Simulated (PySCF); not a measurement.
CH₉FOSi₃, SMILES C[SiH2]O[Si@H](F)[SiH3].

Coordinates come from a PBE0-D3(BJ)/def2-SVP optimisation. The structure was generated by enumeration; whether it is a known compound was not checked. Other conformers were not sampled.

Method: TDA-PBE/def2-SVPD (PySCF).

Vertical excitations. The molecule is in vacuum.

Computed lowest excited states:
```
state  energy (eV)  λ (nm)      f                                            main pairs
-----  -----------  ------  -----  ----------------------------------------------------
S1            5.97     208  0.011                                        HOMO→LUMO 94 %
S2            6.04     205  0.015                                      HOMO→LUMO+1 95 %
S3            6.53     190  0.004                                      HOMO−1→LUMO 96 %
S4            6.60     188  0.017                                      HOMO→LUMO+2 88 %
S5            6.63     187  0.014                                    HOMO−1→LUMO+1 95 %
S6            6.80     182  0.006  HOMO→LUMO+4 47 %, HOMO−2→LUMO 24 %, HOMO→LUMO+3 24 %
T1            5.41     229      0                      HOMO→LUMO 82 %, HOMO→LUMO+1 15 %
T2            5.46     227      0                      HOMO→LUMO+1 83 %, HOMO→LUMO 15 %
```
Triplets are in the Tamm–Dancoff approximation.
